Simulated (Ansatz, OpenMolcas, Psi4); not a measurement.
SiF3 (trifluorosilyl): methods side by side

SiF3: 4 atoms, total charge 0, spin state doublet. As SMILES, `F[Si](F)F`. The shape is that of a PBE0-D4/def2-TZVP optimisation.

Quantity: the vertical electron affinity (to the singlet anion), in eV. The values are calculated.

The electron affinity is E(neutral) − E(anion): positive where the electron is bound.

```
                level                    kind     program  value (eV)  CPU time (all runs)
   USVWN5/aug-cc-pVDZ                     LDA      Ansatz        1.86                9.7 s
    UBLYP/aug-cc-pVDZ                     GGA        Psi4        1.61                 90 s
 U-r2SCAN/aug-cc-pVDZ                meta-GGA  OpenMolcas        1.40                 93 s
U-r2SCAN0/aug-cc-pVDZ         hybrid meta-GGA      Ansatz        1.42                 37 s
    UPBE0/aug-cc-pVDZ           global hybrid        Psi4        1.56              2.1 min
U-wB97X-V/aug-cc-pVDZ  range-separated hybrid        Psi4        1.64              3.9 min
  UB2PLYP/aug-cc-pVDZ           double hybrid      Ansatz        1.56                 25 s
 RPA@PBE0/aug-cc-pVDZ                     RPA      Ansatz        1.58                 30 s
    UCCSD/aug-cc-pVDZ   coupled cluster or CI        Psi4        1.43              4.2 min
           FCI/STO-3G    full CI, core frozen      Ansatz       -5.81                5.6 s
```

Where it was recorded, the anion's HOMO is positive in USVWN5/aug-cc-pVDZ, UBLYP/aug-cc-pVDZ, U-r2SCAN/aug-cc-pVDZ, U-r2SCAN0/aug-cc-pVDZ, UPBE0/aug-cc-pVDZ: a fault of the level (basis or self-interaction), which says nothing on whether the real anion is bound. Sets without diffuse functions describe the anion poorly, and affinities from them come out too low, at high levels too. The values span -5.81 to 1.86 eV. High-level rows in very small sets aren't better than simpler rows in larger ones. The levels disagree on the sign; a negative value means an electron held by the basis alone. Times are those of the runs behind each value, whatever else they computed, on shared processors of several kinds: orders of magnitude only.
